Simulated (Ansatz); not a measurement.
A run for Ansatz (a quantum-chemistry and plane-wave program): R-r2SCAN/def2-TZVPPD on H2 (SMILES [H][H]) with ghost functions. Files ending in .json are basis or fitting sets from the Basis Set Exchange.

Ansatz 0.2 input:
```yaml
crystal:
  periodic: [false, false, false]
  atoms:
    - {symbol: H, position_ang: [0.08293331, -0.26801023, 3.51266804]}
    - {symbol: H, position_ang: [0.30819009, 0.22197902, 2.99954857]}
basis:
  gaussian:
    orbitals: def2-TZVPPD.json
    ghost_atoms:
      - {symbol: P, position_ang: [-0.17174498, 0.15678966, -0.14074234]}
      - {symbol: H, position_ang: [-1.49194435, -0.11720154, 0.29923090]}
      - {symbol: H, position_ang: [-0.48995360, -0.05068976, -1.50775205]}
      - {symbol: H, position_ang: [0.26103284, -1.17997218, 0.05251970]}
hamiltonian:
  xc: {name: r2SCAN}
scf: {lower_state_search: off}
```

Question: What total energy does the run end on?

Answer: -1.1713 hartree.
